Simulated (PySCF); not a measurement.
Spectrum to structure. Method: TDDFT CAM-B3LYP/def2-SVPD, vertical, gas phase, core orbitals frozen in the response in PySCF. Geometries: PBE0-D3(BJ)/def2-SVP, one conformer each.

```tsv
state	E (eV)	λ (nm)	f
S1	6.27	197.8	0.137
S2	6.63	187.0	0.0049
S3	6.83	181.4	0.0039
S4	7.20	172.2	0.027
S5	7.30	169.8	0.0066
S6	7.48	165.8	0.060
S7	7.51	165.1	0.025
S8	7.75	160.1	0.014
S9	7.83	158.4	0.181
S10	8.00	154.9	0.085
```

Triplets computed (Tamm–Dancoff): 4.08, 5.25, 6.27, 6.55 eV.

Orbital energies (eV): HOMO-3 -10.55, HOMO-2 -9.39, HOMO-1 -9.06, HOMO -8.07, LUMO 1.18, LUMO+1 1.34, LUMO+2 1.81.

Question: Which structure fits? All have the formula C6H8O2.
A. `C=C/C=C/OC(C)=O`
B. `COCc1ccoc1`
C. `COC1CCC(C=1)=O`
D. `CCOC1=CC=CO1`

Answer: B. Its S1, at 6.27 eV, is the highest among the candidates; the nearest of the others has S1 at 5.77 eV. S1 is HOMO→LUMO (97%). Löwdin shares by element: HOMO carbon 83% or more (atoms not listed hold the other 17%); LUMO carbon 49% or more, oxygen 20% or more (atoms not listed hold the other 31%). At the same level the other candidates give, for their lowest levels:
- `C=C/C=C/OC(C)=O`: 5.40 eV (f 0.930); 5.81 eV (f 0.001); 6.53 eV (f 0.000); 6.67 eV (f 0.045); 6.74 eV (f 0.000); T1 3.04 eV; HOMO -7.75, LUMO -0.01 eV
- `CCOc1ccco1`: 5.77 eV (f 0.016); 5.86 eV (f 0.179); 6.45 eV (f 0.015); 6.68 eV (f 0.022); 6.79 eV (f 0.038); T1 3.88 eV; HOMO -7.13, LUMO 1.34 eV
- `COC1=CC(=O)CC1`: 4.38 eV (f 0.000); 6.00 eV (f 0.417); 6.82 eV (f 0.015); 6.97 eV (f 0.018); 7.04 eV (f 0.000); T1 3.94 eV; HOMO -8.40, LUMO 0.35 eV

Shape of the structure used: `[CH3:1][O:2][CH2:3][c:4]1[cH:5][cH:6][o:7][cH:8]1`: C1–O2–C3–C4 -67°, O2–C3–C4–C5 -52°.
